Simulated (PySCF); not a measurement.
Coordinates in bohr (charge 0 multiplicity 2):
```
Hf    0.0000    0.0000    0.0000
F     3.5934    0.0000    0.0000
F    -1.7967    3.1119    0.0000
F    -1.7967   -3.1119    0.0000
```

These are results of PySCF, UPBE0, basis Hf def2-TZVP with ECP60, F def2-TZVP (scalar-relativistic core potentials, no spin–orbit coupling, density fitting), not measurements.

This geometry of HfF3 is a stationary point at this level.

Q: What is the point group?

A: D3h.

Q: Is it a minimum?

A: Yes: all harmonic wavenumbers are real.

Q: List the harmonic modes with their infrared intensities.

A: 
```json
{"symmetry": "a2''", "ω (cm⁻¹)": "65", "IR (km/mol, summed over degenerate members)": "6.6"}
{"symmetry": "e'", "ω (cm⁻¹)": "150", "IR (km/mol, summed over degenerate members)": "19.3"}
{"symmetry": "e'", "ω (cm⁻¹)": "646", "IR (km/mol, summed over degenerate members)": "313"}
{"symmetry": "a1'", "ω (cm⁻¹)": "654", "IR (km/mol, summed over degenerate members)": "0.0"}
```

Q: Give the atomic charges and bond orders.

A: 
```json
{"atom": "Hf1", "Mulliken": "1.29", "Löwdin": "0.73", "polar tensor": "1.83", "spin (Mulliken)": "1.04", "Mayer order to Hf1": "–"}
{"atom": "F2,3,4", "Mulliken": "-0.43", "Löwdin": "-0.24", "polar tensor": "-0.61", "spin (Mulliken)": "-0.01", "Mayer order to Hf1": "0.99"}
```

In D3h the vibrations span a2'' + 2e' + a1'. The a1' mode carries no infrared intensity, as symmetry demands.

Only a few start shapes were tried, so a lower isomer may exist. Open d and f shells are described by one determinant, and the ground state may have another occupation or spin. Spin–orbit coupling, left out here, can matter for elements this heavy.
